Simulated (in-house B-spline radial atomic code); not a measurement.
Radial electron density of the chromium ion Cr⁶⁺, [Ne] 3s2 3p6. Level of theory: non-relativistic M06-2X, spin-polarised, spherical fractional occupations, point nucleus; calculated with an all-electron radial atomic-structure program (B-spline basis).

Columns: r (bohr), 4πr²n(r) (electrons per bohr), bar.

```
 0.00283   0.8199 #
 0.00337    1.133 ##
 0.00401    1.556 ##
 0.00478     2.13 ###
 0.00569     2.89 ####
 0.00678    3.894 #####
 0.00807    5.186 #######
 0.00961     6.83 ##########
  0.0114    8.821 ############
  0.0136     11.3 ################
  0.0162    14.16 ####################
  0.0193    17.33 ########################
   0.023    20.64 #############################
  0.0274    23.81 ##################################
  0.0326    26.43 #####################################
  0.0389    28.15 ########################################
  0.0463    28.58 ########################################
  0.0551    27.69 #######################################
  0.0657    25.78 ####################################
  0.0782    23.64 #################################
  0.0931    22.29 ###############################
   0.111    22.71 ################################
   0.132    25.07 ###################################
   0.157     28.5 ########################################
   0.187    31.17 ############################################
   0.223    31.01 ############################################
   0.266    27.01 ######################################
   0.316    20.47 #############################
   0.377    13.68 ###################
   0.448    9.617 ##############
   0.534    9.176 #############
   0.636    10.73 ###############
   0.757    11.48 ################
   0.902    9.967 ##############
    1.07    6.908 ##########
    1.28    3.558 #####
    1.52    1.401 ##
    1.81    0.394 #
    2.16  0.07251 
    2.57 0.009063 
    3.06 0.000644
```

On this grid the curve has 3 maxima, near 0.0463, 0.187, 0.757 bohr.

The 3p up radial function P(r) = rR(r), positive near the nucleus:

```json
{"r (bohr)": "0.00283", "P": "0.001283"}
{"r (bohr)": "0.00401", "P": "0.002541"}
{"r (bohr)": "0.00569", "P": "0.005015"}
{"r (bohr)": "0.00807", "P": "0.009808"}
{"r (bohr)": "0.0114", "P": "0.01882"}
{"r (bohr)": "0.0162", "P": "0.0359"}
{"r (bohr)": "0.023", "P": "0.06674"}
{"r (bohr)": "0.0326", "P": "0.1196"}
{"r (bohr)": "0.0463", "P": "0.2052"}
{"r (bohr)": "0.0657", "P": "0.3287"}
{"r (bohr)": "0.0931", "P": "0.4769"}
{"r (bohr)": "0.132", "P": "0.5981"}
{"r (bohr)": "0.187", "P": "0.5845"}
{"r (bohr)": "0.266", "P": "0.3069"}
{"r (bohr)": "0.377", "P": "-0.2493"}
{"r (bohr)": "0.534", "P": "-0.8787"}
{"r (bohr)": "0.757", "P": "-1.172"}
{"r (bohr)": "1.07", "P": "-0.9297"}
{"r (bohr)": "1.52", "P": "-0.431"}
{"r (bohr)": "2.16", "P": "-0.1017"}
{"r (bohr)": "3.06", "P": "-0.009908"}
```
